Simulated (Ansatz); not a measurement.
PbF2: single points at one geometry.

```yaml
crystal:
  periodic: [false, false, false]
  atoms:
    - {symbol: Pb, position_ang: [1.360871, -0.374312, 1.247041]}
    - {symbol: F, position_ang: [-0.708968, 0.239518, 0.590034]}
    - {symbol: F, position_ang: [-0.651904, 0.134793, -1.837065]}
basis:
  gaussian: {orbitals: def2-TZVP, initial_orbitals: start.molden}
magnetization: {spin_polarized: true, initial_magnetization: 4}
hamiltonian: {xc: {text: "exchange = 0.85*pbe_x + 0.15*exact_x\ncorrelation = pbe_c"}}
scf: {omitted_lower_state_checks: [starts]}
output: {orbitals: {seedname: orbitals}}
```

The file start.molden holds the orbitals of an earlier run on this structure, at another level or in another basis.

```sh
$ ansatz run in.yaml --threads 4 --pin off --events-out ev --progress --plain --max-ram 3916MiB
```

Output, abridged:

```
Functional definition: unnamed
729 factors; their error is unknown
mean field evaluation 1: about -10672.2308 eV, gradient 2.5e0 eV
mean field evaluation 2: about -10672.2547 eV, gradient 7.2e-2 eV
mean field evaluation 4: about -10672.3005 eV, gradient 3.5e-3 eV
mean field evaluation 8: about -10672.3005 eV, gradient 4.3e-5 eV
mean field -10672.30048255 eV, -392.1998087888 hartree, gradient 8.4e-6 eV, S^2 6.010082; 0 other end points of the search recorded, 0 dependent functions left out
reference -10672.30051853 eV, -392.1998101108 hartree; 22, 18 occupied and 90, 94 virtual orbitals, 729 factors
Total energy: -10672.30051853 eV, -392.1998101108 hartree
Checks for a lower state left out: starts
```

Hardware: 4 threads of Arm Neoverse V1 on a shared host. Wall time 3.5 s.

First input, but with `hamiltonian: {xc: {text: "exchange = 0.50*pbe_x + 0.50*exact_x\ncorrelation = pbe_c"}}` (abridged; 4 s):

```
Functional definition: unnamed
mean field -10671.51678638 eV, -392.1710084855 hartree, gradient 3.6e-6 eV, S^2 6.022283
Total energy: -10671.51680789 eV, -392.1710092761 hartree
Checks for a lower state left out: starts
```

The first input with `hamiltonian: {xc: pbe, dispersion: d4}` (abridged; 2.6 s):

```
Functional definition: PBE
mean field evaluation 16: about -10672.8862 eV, gradient 7.7e-5 eV
mean field -10672.88617350 eV, -392.2213325340 hartree, gradient 1.8e-6 eV, S^2 6.005693
Total energy: -10672.92547664 eV, -392.2227768979 hartree
Checks for a lower state left out: starts
```

As the first input, with `hamiltonian: {xc: {name: wB97M-V}}` (abridged; 15 s):

```
Functional definition: wB97M-V
mean field -10673.76961683 eV, -392.2537984778 hartree, gradient 9.3e-6 eV, S^2 6.017529
Total energy: -10673.76965642 eV, -392.2537999326 hartree
Checks for a lower state left out: starts
```

First input, but with `correlation: {method: mp2}` and without the key `hamiltonian` (abridged; 1.3 s):

```
Functional definition: HF
mean field -10629.58085960 eV, -390.6298916016 hartree, gradient 2.1e-6 eV, S^2 6.040141
6 core orbitals not correlated: weight in the atoms' cores, before any rotation towards them, 1.000 or more for the frozen orbitals, at most 0.000 for the correlated occupied ones
second order -20.75453200 eV of doubles, -0.00000000 eV of singles
Total energy: -10650.33539160 eV, -391.3926065846 hartree
Checks for a lower state left out: starts
```

First input, but with `hamiltonian: {xc: pbe}`, `correlation: {method: rpa}` and without the key `output` (abridged; 2.5 s):

```
Functional definition: PBE
mean field evaluation 16: about -10672.8862 eV, gradient 1.5e-6 eV
mean field -10672.88616280 eV, -392.2213321409 hartree, gradient 1.5e-6 eV, S^2 6.005693
6 core orbitals not correlated: weight in the atoms' cores, before any rotation towards them, 1.000 or more for the frozen orbitals, at most 0.000 for the correlated occupied ones
Total energy: -10659.22335582 eV, -391.7192332452 hartree
Checks for a lower state left out: starts
```

First input, but with `hamiltonian: {xc: {name: wB97X-V}}` (abridged; 11 s):

```
Functional definition: wB97X-V
mean field -10674.16011164 eV, -392.2681488971 hartree, gradient 5.0e-6 eV, S^2 6.016907
Total energy: -10674.16011376 eV, -392.2681489751 hartree
Checks for a lower state left out: starts
```

Geometry: PBE0-D4/def2-TZVP.

In the def2 sets Pb takes a core potential; there is no spin–orbit coupling. Correlated methods freeze 6 core orbitals; core or outer-core shells of Pb are correlated, in sets that lack core-valence functions. In the quintet geometry the species has come apart into loosely held pieces. At PBE0-D4/def2-TZVP a singlet of charge 0 lies 9.43 eV below the quintet, each at its own geometry. The structure comes from a short search, and lower isomers may exist.
